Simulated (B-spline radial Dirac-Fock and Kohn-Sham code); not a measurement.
# The Al-like isoelectronic sequence (13 electrons), Z = 13 to 20

Model: Dirac-Fock ΔSCF + Breit + QED. Program: a radial finite-basis atomic code. Binding energies in eV, tabulated ground configurations ([Ne] 3s2 3p1 throughout). No correlation.

```csv
ion,1s,2s,2p1/2,2p3/2,outermost level,NIST ionisation energy
Al,1568.1,128.0,80.99,80.58,5.49 (3p),5.985769
Si⁺,1860.2,172.5,119.5,118.9,15.70 (3p),16.34585
P²⁺,2180.3,224.3,165.4,164.5,29.42 (3p),30.20264
S³⁺,?,?,?,?,?,?
Cl⁴⁺,2904.1,349.4,278.5,276.9,66.72 (3p),67.68 ± 0.1
Ar⁵⁺,3307.7,422.6,345.7,343.5,90.15 (3p),91.29 ± 0.01
K⁶⁺,3739.2,502.9,419.9,417.1,116.7 (3p),117.56 ± 0.11
Ca⁷⁺,4198.5,590.1,501.1,497.5,146.4 (3p),147.24 ± 0.12
```

Question: Fill in the row of S³⁺.

Answer: 1s 2528.3, 2s 283.3, 2p1/2 218.4, 2p3/2 217.2, outermost 46.46 (3p), NIST 47.222 ± 0.012 eV.

NIST's values are for the lowest levels; a dash marks a value that is missing or belongs to another shell. Their kind here: measured, semi-empirical. Where a p, d or f shell is open in either ion the computed value averages over both j values and all terms, while the table refers to the lowest levels; that difference holds spin-orbit splitting (largest in heavy or highly charged ions), term energies where several electrons share open shells, and correlation, and it can reach 10 % or more.
